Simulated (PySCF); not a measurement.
Molfile (atoms numbered from 1):
```
C7H5FO2
     RDKit          3D

 15 15  0  0  0  0  0  0  0  0999 V2000
    3.2009    1.2097    0.2879 O   0  0  0  0  0  0  0  0  0  0  0  0
    2.5673    0.2688   -0.0590 C   0  0  0  0  0  0  0  0  0  0  0  0
    3.2362   -0.8226   -0.5534 F   0  0  0  0  0  0  0  0  0  0  0  0
    1.1245    0.0725   -0.0458 C   0  0  0  0  0  0  0  0  0  0  0  0
    0.5235   -1.1011   -0.5100 C   0  0  0  0  0  0  0  0  0  0  0  0
   -0.8448   -1.2381   -0.4771 C   0  0  0  0  0  0  0  0  0  0  0  0
   -1.6415   -0.2040    0.0194 C   0  0  0  0  0  0  0  0  0  0  0  0
   -2.9772   -0.3830    0.0333 O   0  0  0  0  0  0  0  0  0  0  0  0
   -1.0445    0.9694    0.4827 C   0  0  0  0  0  0  0  0  0  0  0  0
    0.3247    1.1053    0.4508 C   0  0  0  0  0  0  0  0  0  0  0  0
    1.1370   -1.9004   -0.8954 H   0  0  0  0  0  0  0  0  0  0  0  0
   -1.3263   -2.1360   -0.8298 H   0  0  0  0  0  0  0  0  0  0  0  0
   -3.4218    0.3928    0.3989 H   0  0  0  0  0  0  0  0  0  0  0  0
   -1.6626    1.7689    0.8682 H   0  0  0  0  0  0  0  0  0  0  0  0
    0.8002    2.0060    0.8074 H   0  0  0  0  0  0  0  0  0  0  0  0
  1  2  2  0
  2  3  1  0
  2  4  1  0
  4  5  1  0
  5  6  2  0
  6  7  1  0
  7  8  1  0
  7  9  2  0
  9 10  1  0
 10  4  2  0
  5 11  1  0
  6 12  1  0
  8 13  1  0
  9 14  1  0
 10 15  1  0
M  END
```

- geometry: GFN2-xTB
- PBE0/pcSseg-1 with gauge-including orbitals
- code: PySCF 2.14
- one computed conformer, fast rotation and ring inversion assumed for equivalent nuclei, no solvent model, non-relativistic Hamiltonian

δ = σ(ref) − σ, references computed at the same level: 13C (σref 186.93) vs TMS.

Q: Do the 13C shifts follow the atomic charges (in e)? Tabulate both.

A: 
| atoms | hybridisation | δ (ppm) | σ para (ppm) | Hirshfeld | IAO | Mulliken | ESP-fitted |
| --- | --- | --- | --- | --- | --- | --- | --- |
| C7 | sp2 | 169.2 | -238 | +0.10 | +0.24 | +0.20 | +0.45 |
| C2 | sp2 | 165.2 | -225 | +0.22 | +0.60 | +0.71 | +0.69 |
| C5/C10 | sp2 | 142.1 | -205 | -0.03 | -0.11 | +0.07 | -0.10 |
| C4 | sp2 | 121.3 | -198 | -0.04 | -0.11 | -0.48 | -0.14 |
| C6/C9 | sp2 | 119.3 | -188 | -0.07 | -0.20 | -0.10 | -0.33 |

Correlation coefficients of δ with charge over these carbons: Hirshfeld +0.86, IAO +0.85, Mulliken +0.82, ESP-fitted +0.93; with the paramagnetic shielding -0.97. With so few points these coefficients are fragile. Charge is one influence among several: hybridisation and low-lying excitations act through the paramagnetic term.

Shifts are as computed. Against solution values, carbons near 30 ppm lie about +3 ppm off and those near 130 ppm about +5 ppm. Of 1211 compounds with measured shifts, 218 miss one by over three times the rms of a fit or turn the order of signals round; such compounds aren't used in these exercises.
